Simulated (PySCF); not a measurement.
## Dipole polarisabilities along the 3d series

Calculated with PySCF 2.14 for the ground configurations, without spin-orbit coupling: coupled response for Hartree-Fock and DFT. Mean α in bohr³, C₆ of like pairs in atomic units.

```tsv
species	α UHF	α PBE	α PBE0	α recommended (Schwerdtfeger and Nagle)	C₆ UHF	C₆ PBE	C₆ PBE0
Sc [Ar] 3d1 4s2 (def2-TZVPPD, non-relativistic)	n/a	124.7	130.4	97 ± 10	n/a	1516	1650
Ti [Ar] 3d2 4s2 (def2-TZVPPD, non-relativistic)	163.7	105.1	111.1	87 ± 10	1767	1199	1300
V [Ar] 3d3 4s2 (def2-TZVPPD, non-relativistic)	132.0	91.74	97.42	87 ± 10	1431	964.9	1053
Cr [Ar] 3d5 4s1 (def2-TZVPPD, non-relativistic)	111.4	67.64	74.18	83 ± 12	987.2	487.9	563.5
Mn [Ar] 3d5 4s2 (def2-TZVPPD, non-relativistic)	104.4	73.80	78.72	68 ± 9	1024	678.1	745.3
Fe [Ar] 3d6 4s2 (def2-TZVPPD, non-relativistic)	84.58	61.69	66.07	62 ± 4	799.6	529.5	585.3
Co [Ar] 3d7 4s2 (def2-TZVPPD, non-relativistic)	72.86	53.75	57.79	55 ± 4	661.0	434.8	483.1
Ni [Ar] 3d8 4s2 (def2-TZVPPD, non-relativistic)	64.57	47.75	51.45	49 ± 3	559.3	365.6	407.2
Cu [Ar] 3d10 4s1 (def2-TZVPPD, non-relativistic)	76.50	41.70	46.80	46.5 ± 0.5	531.0	233.5	272.7
Zn [Ar] 3d10 4s2 (def2-TZVPPD, non-relativistic)	53.27	39.17	42.30	38.67 ± 0.3	420.8	270.6	302.6
```

Hartree-Fock lacks correlation. All values carry a basis error.
